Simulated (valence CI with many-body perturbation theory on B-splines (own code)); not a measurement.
**Ho62+: key properties**

Level of theory: relativistic CI+MBPT: three valence electrons over a frozen Dirac-Fock core [He], radial functions for each j: 9 s, 9 p, 8 d, 6 f, 3 g, 1 h, with the one-electron correlation potential Σ1, the two-electron term Σ2, the three-electron term Σ3, Breit, model QED; selected CI, second order for the rest, scaled by the run's own slope (own B-spline code, finite nucleus).

No measured spectrum was set against this ion. As an estimate, large intervals hold to a few tenths of a per cent, small ones and those within an open d or f shell to about a per cent.

Levels are named by their leading jj configuration (3d3/2^4 stands for four electrons in 3d with j = 3/2), which in mixed levels can hold well under half, so a name can repeat and another be missing.

Rates and lifetimes use the calculated energies. Strong lines usually hold to 10 to 20 %, long lifetimes can be off by a factor of two.

(1) What is the ground level?

(2) Where does the other parity begin?

(3) How well does LS coupling describe the low levels?

(4) Among levels below 686.38 Ry, which E1 lines absorb most strongly from the ground level?

(5) Name the longest-lived excited levels whose lifetime is computed, and their main decay.

Results:

(1) (2s^2 2p1/2) J=1/2, composition 100 % 2s2.2p 2P°, g = 0.625.

(2) At (2s 2p1/2^2) J=1/2, 16.86 Ry.

(3) Among the lowest 20 levels the leading LS term, summed over configurations, holds 76 % on average. For single configurations the figures are 76 % in LS and 99 % in jj coupling. Terms mix most in the J = 3/2 level at 105.58 Ry, where the leading one holds 48 %.

(4) to (2s^2 3d3/2) J=3/2 at 0.1401 nm, f = 0.563; to (2s 2p1/2 3p1/2) J=3/2 at 0.1427 nm, f = 0.208; to (2s 2p1/2 3p3/2) J=3/2 at 0.1381 nm, f = 0.159.

(5) (2s 2p1/2 2p3/2) J=5/2 at 83.16 Ry lives 145 ps, mostly by E1 to (2s^2 2p3/2) J=3/2; (2s^2 2p3/2) J=3/2 at 68.55 Ry lives 69.2 ps, mostly by E1 to (2s 2p1/2^2) J=1/2; (2s 2p1/2^2) J=1/2 at 16.86 Ry lives 53.6 ps, mostly by E1 to (2s^2 2p1/2) J=1/2.
